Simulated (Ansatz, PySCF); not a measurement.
Cl₂Zn, SMILES [Cl][Zn-][Cl] (connectivity only; charge and spin as stated), charge -1, multiplicity 2. Atoms are numbered in the order given.

```xyz
3

Zn     0.0000     0.0000     0.5934
Cl     0.0000     2.0102    -0.5896
Cl     0.0000    -2.0102    -0.5896
```
Charge -1, spin multiplicity 2.

The structure is a stationary point at B3LYP-D3(BJ)/def2-SVPD.

Two levels are set side by side: PBE-D3(BJ)/def2-SVPD (Ansatz, a first-principles code) and B3LYP-D3(BJ)/def2-SVPD (Ansatz). Each level has its own optimised geometry; the coordinates shown are those of the second. Frequencies come from the Hessian of PySCF at each geometry. Differences are taken from unrounded values.

| quantity | B3LYP-D3(BJ) | PBE-D3(BJ) | PBE-D3(BJ) minus B3LYP-D3(BJ) |
|---|---|---|---|
| mean bond length (Å) | 2.332 | 2.320 | -0.013 |
| bond Zn1–Cl2 (Å) | 2.332 | 2.320 | -0.013 |
| bond Zn1–Cl3 (Å) | 2.332 | 2.320 | -0.013 |
| highest harmonic wavenumber (cm⁻¹) | 279 | 283 | 4 |
| mean harmonic wavenumber (cm⁻¹) | 208 | 209 | 1 |
| zero-point energy (kcal/mol) | 0.89 | 0.90 | 0.00 |

On these quantities the two levels nearly agree.
